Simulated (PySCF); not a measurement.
## Bond length, frequency and bond energy of KTl by level of theory

State: ¹Σ⁺ (singlet), closed shell. Set-up: PySCF, scalar-relativistic core potentials, basis sets K def2-SVP, Tl def2-SVP with ECP60. De refers to K + Tl in their high-spin ground configurations, without counterpoise correction. A positive dipole means K(−)Tl(+).

```
      Level  Re (Å)  ωe (cm⁻¹)  De (eV)  μ (D)  CPU s a point (SCF and correlation, without the integrals)
    RHF-MP2   3.801       94.0    0.314    n/a                                                         0.1
RHF-SCS-MP2   3.832       91.6    0.328    n/a                                                         n/a
   RHF-CCSD   3.839       88.6    0.438    n/a                                                         n/a
RHF-CCSD(T)   3.846       85.9     0.50    n/a                                                         1.4
        PBE   3.798       86.9     0.67  -1.95                                                        0.54
       BP86   3.783       87.7     0.64  -2.09                                                         0.5
     r²SCAN   3.808       89.1    0.460  -2.97                                                        0.96
      M06-L   3.810       86.5      n/a  -4.77                                                           3
       PBE0   3.783       90.8     0.53  -2.89                                                        0.93
     B2PLYP   3.780       91.5     0.52  -3.18                                                        0.47
```

The bond length runs from 3.780 Å (B2PLYP) to 3.846 Å (RHF-CCSD(T)). De spans 0.31 eV (RHF-MP2, perturbation theory) to 0.67 eV (PBE, GGA).

Correlated steps freeze 9 core orbitals. Closed-shell solutions of metal pairs were not tested for spin polarisation, which can lower them a little. Correlated levels converge slowly with the basis: in double zeta they bind strong bonds too weakly, by up to about 1 eV, and carry superposition errors of some tenths. These are scalar-relativistic numbers at best; spin–orbit coupling would shift them, the dissociation energy most. Where the molecule has an RHF reference, its open-shell atoms are computed with UHF. B2PLYP dipoles, levels and charges come from its SCF part alone.

The whole job (state search and all levels along the bond) took about 2.4 min on 1 thread of Oxide Virtual Turin-like (shared host), peak memory 0.61 GiB.
